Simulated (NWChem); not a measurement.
Everything below was run with NWChem. System: HGe, charge 1, spin multiplicity 1, at the geometry of a parent with another charge or spin, in a state set for the comparison that need not be this species' ground state. Level: RHF/def2-TZVP.

Job file:

```
start mol
memory heap 200 mb stack 900 mb global 1100 mb
charge 1
geometry units angstroms nocenter noautoz
  Ge     0.000000     0.000000     0.048614
  H      0.000000     0.000000    -1.555645
  symmetry group C2v
end
basis spherical
  * library def2-tzvp
end
scf
  rhf
  nopen 0
  maxiter 100
  thresh 1e-7
  semidirect memsize 60000000 filesize 0
end
task scf energy
```

NWChem printed:

```
             Northwest Computational Chemistry Package (NWChem) 7.3.0
             --------------------------------------------------------

                                NWChem Input Module
                                -------------------

 Scaling coordinates for geometry "geometry" by  1.889725989
 (inverse scale =  0.529177249)

 Turning off AUTOSYM since
 SYMMETRY directive was detected!

                             Geometry "geometry" -> ""
                             -------------------------

 Output coordinates in angstroms (scale by  1.889725989 to convert to a.u.)

  No.       Tag          Charge          X              Y              Z
 ---- ---------------- ---------- -------------- -------------- --------------
    1 Ge                  32.0000     0.00000000     0.00000000     0.04861400
    2 H                    1.0000     0.00000000     0.00000000    -1.55564500

 Effective nuclear repulsion energy (a.u.)      10.5554476977

            Nuclear Dipole moment (a.u.)
            ----------------------------
        X                 Y               Z
 ---------------- ---------------- ----------------
     0.0000000000     0.0000000000     0.0000056692

      Symmetry information
      --------------------

 Group name             C2v
 Group number             16
 Group order               4
 No. of unique centers     2

      Symmetry unique atoms

     1    2


 Summary of "ao basis" -> "" (spherical)
 ------------------------------------------------------------------------------
       Tag                 Description            Shells   Functions and Types
 ---------------- ------------------------------  ------  ---------------------
 *                         def2-tzvp                  on all atoms

 Summary of "ao basis" -> "ao basis" (spherical)
 ------------------------------------------------------------------------------
       Tag                 Description            Shells   Functions and Types
 ---------------- ------------------------------  ------  ---------------------
 Ge                        def2-tzvp                16       48   6s5p4d1f
[...]
    24      0.906650  1 Ge d  0              29      0.195823  1 Ge d  0

 Vector   15  Occ=2.000000D+00  E=-9.122266D-01  Symmetry=a1
              MO Center= -5.1D-16,  2.1D-15, -4.9D-01, r^2= 1.4D+00
   Bfn.  Coefficient  Atom+Function         Bfn.  Coefficient  Atom+Function
  ----- ------------  ---------------      ----- ------------  ---------------
     5      0.646543  1 Ge s                  6      0.364725  1 Ge s
     4     -0.316601  1 Ge s                  3     -0.207589  1 Ge s
    50      0.188967  2 H  s

 Vector   16  Occ=2.000000D+00  E=-6.449599D-01  Symmetry=a1
              MO Center= -5.0D-15, -8.8D-15, -1.4D-01, r^2= 2.3D+00
   Bfn.  Coefficient  Atom+Function         Bfn.  Coefficient  Atom+Function
  ----- ------------  ---------------      ----- ------------  ---------------
    18      0.419942  1 Ge pz                 5      0.374147  1 Ge s
    21      0.280373  1 Ge pz                 6      0.258036  1 Ge s
    50     -0.258917  2 H  s                  4     -0.168901  1 Ge s
    12     -0.165679  1 Ge pz

 Vector   17  Occ=0.000000D+00  E=-2.505449D-01  Symmetry=b2
              MO Center= -7.1D-30, -6.0D-15,  1.1D-02, r^2= 2.8D+00
   Bfn.  Coefficient  Atom+Function         Bfn.  Coefficient  Atom+Function
  ----- ------------  ---------------      ----- ------------  ---------------
    20      0.668436  1 Ge py                17      0.449855  1 Ge py
    11     -0.192763  1 Ge py

 Vector   18  Occ=0.000000D+00  E=-2.505449D-01  Symmetry=b1
              MO Center=  4.5D-14,  1.7D-30,  1.1D-02, r^2= 2.8D+00
   Bfn.  Coefficient  Atom+Function         Bfn.  Coefficient  Atom+Function
  ----- ------------  ---------------      ----- ------------  ---------------
    19      0.668436  1 Ge px                16      0.449855  1 Ge px
    10     -0.192763  1 Ge px

 Vector   19  Occ=0.000000D+00  E=-6.784785D-02  Symmetry=a1
              MO Center=  9.0D-16, -4.7D-16, -3.2D-01, r^2= 4.5D+00
   Bfn.  Coefficient  Atom+Function         Bfn.  Coefficient  Atom+Function
  ----- ------------  ---------------      ----- ------------  ---------------
    51      1.525169  2 H  s                 21      1.228064  1 Ge pz
     6     -0.880863  1 Ge s                 18      0.240752  1 Ge pz
     5     -0.217825  1 Ge s                 50      0.150365  2 H  s

 center of mass
 --------------
 x =   0.00000000 y =   0.00000000 z =   0.05109117

 moments of inertia (a.u.)
 ------------------
           9.137991500960           0.000000000000           0.000000000000
           0.000000000000           9.137991500960           0.000000000000
           0.000000000000           0.000000000000           0.000000000000

  Mulliken analysis of the total density
  --------------------------------------

    Atom       Charge   Shell Charges
 -----------   ------   -------------------------------------------------------
    1 Ge  32    31.12   2.00  2.00  1.18  0.77  1.21  0.77  5.98  4.40  1.59  0.69  0.46  8.93  1.09  0.00  0.06  0.00
    2 H    1     0.88   0.22  0.57  0.09  0.01

       Multipole analysis of the density wrt the origin
       ------------------------------------------------

     L   x y z        total         open         nuclear
     -   - - -        -----         ----         -------
     0   0 0 0      1.000000      0.000000     33.000000

     1   1 0 0      0.000000      0.000000      0.000000
     1   0 1 0      0.000000      0.000000      0.000000
     1   0 0 1     -0.162547      0.000000      0.000006

     2   2 0 0     -9.229524      0.000000      0.000000
     2   1 1 0     -0.000000      0.000000      0.000000
     2   1 0 1      0.000000      0.000000      0.000000
     2   0 2 0     -9.229524      0.000000      0.000000
     2   0 1 1     -0.000000      0.000000      0.000000
     2   0 0 2    -12.180973      0.000000      8.912154

 Task  times  cpu:        0.4s     wall:        0.4s

 Total times  cpu:        0.4s     wall:        0.4s
```
